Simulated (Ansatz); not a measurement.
Program: Ansatz. Geometries: PBE0-D4/def2-TZVP. ΔE: electronic, gas phase. CBS: MP2 limit from def2 TZ/QZ plus the TZ coupled-cluster correction, frozen cores. DFT in def2-TZVPP. One conformer a species, not always the lowest.

Consider the formal exchange of groups at a C–Si bond: `C[SiH2]C(C)O` + `CSSC` → `CCSSC` + `CC(O)[SiH3]`.

`C[SiH2]C(C)O`:

Cartesian coordinates in Å:
```
C -1.664 0.541 1.247
Si -0.400 -0.738 0.729
C 1.011 0.011 -0.298
C 0.554 0.495 -1.658
O 2.035 -0.961 -0.523
H -1.196 1.347 1.818
H -2.153 0.981 0.375
H -2.438 0.092 1.873
H 0.226 -1.359 1.937
H -1.045 -1.823 -0.060
H 1.429 0.871 0.251
H 1.402 0.888 -2.225
H -0.189 1.290 -1.559
H 0.112 -0.323 -2.233
H 2.317 -1.313 0.325
```

`CSSC`:

Cartesian coordinates in Å:
```
C 1.319 1.324 0.003
S 0.067 0.937 -1.238
S -0.109 -1.079 -1.112
C -1.316 -1.311 0.209
H 0.968 1.089 1.007
H 2.245 0.791 -0.209
H 1.496 2.400 -0.068
H -1.492 -2.387 0.275
H -0.930 -0.957 1.165
H -2.250 -0.806 -0.033
```

`CCSSC`:

Z-matrix (Å, degrees):
```
C
C 1 1.512
H 1 1.094 2 110.5
H 1 1.092 2 110.5 3 119.6
H 1 1.092 2 111.0 3 -120.4
S 2 1.816 1 114.1 3 -179.9
H 2 1.095 1 111.5 3 63.6
H 2 1.092 1 111.8 3 -56.2
S 6 2.028 2 103.8 1 65.0
C 9 1.805 6 103.2 2 86.4
H 10 1.090 9 111.3 6 -64.8
H 10 1.093 9 106.3 6 176.7
H 10 1.089 9 110.5 6 58.1
```

`CC(O)[SiH3]`:

```xyz
12

C    -1.075    0.858    0.106
C     0.108    0.006    0.529
O     1.247    0.797    0.846
Si    0.665   -1.194   -0.830
H    -1.944    0.239   -0.132
H    -1.370    1.542    0.910
H    -0.829    1.459   -0.773
H    -0.186   -0.600    1.401
H     0.995    1.438    1.518
H     1.034   -0.435   -2.053
H    -0.468   -2.107   -1.151
H     1.823   -2.003   -0.371
```

| level | ΔE (kJ/mol) |
| --- | --- |
| BHLYP | 35.6 |
| LC-ωPBE | 38.2 |

Q: What does CCSD(T)/CBS give? (An estimate is asked.)

A: The calculation gave: +35.2 kJ/mol. The listed levels differ from it by 0.4, 3.0 kJ/mol.

Largest T1 diagnostic among the species: 0.011.

At CCSD(T), def2-SVP lies −17.2 kJ/mol from the extrapolated value and def2-TZVPP −1.4 kJ/mol. Leaving LDA and LC-ωPBE aside and taking each functional with its dispersion term where it has one, the values, not all of them listed here, spread over 5.2 kJ/mol, from BHLYP-D4 to r2SCAN-D4. LDA lies −5.0 kJ/mol from PBE without D4.

CCSD(T)/CBS has its own doubt, a few kJ/mol and more with outer-core shells, so smaller differences from it don't rank the levels.
